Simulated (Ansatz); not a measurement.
Reaction (cleavage of the Ga–B bond): `[CH3][GaH][B]1CS1` + HCl → `[CH3][GaH][Cl]` + `B1CS1`

Gas-phase electronic energies from Ansatz, PBE0-D4/def2-TZVP geometries. CBS: MP2 limit from def2 TZ/QZ plus the TZ coupled-cluster correction, frozen cores. This one scheme is used for every species. DFT in def2-TZVPP. B3LYP here is the variant with VWN-RPA as its local correlation; programs differ in this. For Ga outer-core shells are correlated without core-valence functions, which leaves a few kJ/mol of doubt a bond. Scalar relativity is left out up to krypton. One conformer a species, not always the lowest.

```csv
level,ΔE (kJ/mol),difference from CCSD(T)/CBS
B3LYP-D4,-128.6,-6.0
r2SCAN0-D4,-131.2,-8.6
BHLYP-D4,-136.0,-13.4
CAM-B3LYP-D4,-130.9,-8.3
ωB97M-V,-130.4,-7.8
PBE,-120.3,2.3
revPBE,-121.0,1.6
BHLYP,-141.0,-18.4
CAM-B3LYP,-134.1,-11.5
RPA@PBE/def2-TZVPP,-115.9,6.7
HF/def2-SVP,-157.8,-35.2
CCSD/def2-SVP,-133.4,-10.8
HF/def2-TZVPP,-153.7,-31.1
SCS-MP2/def2-TZVPP,-127.6,-5.0
CCSD(T)/def2-TZVPP,-120.9,1.7
CCSD/CBS(def2),-125.7,-3.1
CCSD(T)/CBS,-122.6,0
```

Largest T1 diagnostic among the species: 0.016.

Leaving LDA and LC-ωPBE aside and taking each functional with its dispersion term where it has one, the values, not all of them listed here, spread over 19.7 kJ/mol, from BHLYP-D4 to revPBE-D4. LDA lies +4.8 kJ/mol from PBE without D4. At CCSD(T), def2-SVP lies −8.5 kJ/mol from the extrapolated value and def2-TZVPP +1.7 kJ/mol.
